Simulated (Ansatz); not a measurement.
Relaxation of ClF₄H₃OW (10 atoms, charge 0, multiplicity 1), to a largest force component of 0.03 eV/Å in at most 50 steps.

Level of theory: Ansatz 0.2.0, RKS BHLYP/def2-SVP.

```xyz
10
Properties=species:S:1:pos:R:3
W -0.282 0.028 -0.057
O -0.487 0.190 1.838
H -0.482 -0.581 2.411
H 1.153 0.456 -0.806
F -0.246 1.872 -0.041
F -2.068 0.270 -0.487
F 0.674 -1.466 0.502
F -0.388 -1.009 -1.585
Cl 2.480 1.382 1.800
H 1.294 1.376 2.397
```

Q: Where does it end, and by what steps?

A: The run converged. After 46 steps the energy has fallen by 0.305 eV; F7 moved furthest, 1.69 Å.

```tsv
step	energy less start (eV)	largest force component (eV/Å)	accepted
0	0.0000	1.215	yes
2	-0.0584	0.884	yes
4	-0.0843	0.209	yes
6	-0.0939	0.121	yes
8	-0.0968	0.070	yes
10	-0.1010	0.359	yes
12	-0.1054	0.150	yes
14	-0.1243	0.430	yes
16	-0.1373	0.131	yes
18	-0.1460	0.228	yes
20	-0.1522	0.096	yes
22	-0.1591	0.138	yes
24	-0.1643	0.168	yes
26	-0.1680	0.279	yes
28	-0.1723	0.060	yes
30	-0.1770	0.205	yes
32	-0.1824	0.355	yes
34	-0.1888	0.834	yes
36	-0.2166	0.405	yes
38	-0.2546	0.657	yes
40	-0.2954	0.471	yes
42	-0.3021	0.198	yes
44	-0.3049	0.076	yes
46	-0.3053	0.018	yes
```

```xyz
10
Properties=species:S:1:pos:R:3
W -0.358 -0.299 -0.070
O 0.032 -0.479 1.694
H 0.556 -0.072 2.398
H 1.303 -0.402 -0.359
F 0.265 1.483 0.077
F -1.981 0.609 -0.239
F -0.764 -2.086 -0.137
F -0.280 -0.333 -1.920
Cl 1.654 1.906 2.854
H 1.222 2.192 1.672
```

Whether the end is a true minimum wasn't checked by a vibrational analysis.

Time of the run: 2.1 min on 4 threads of Arm Neoverse V2, with other jobs on the host, peak memory 0.38 GiB.
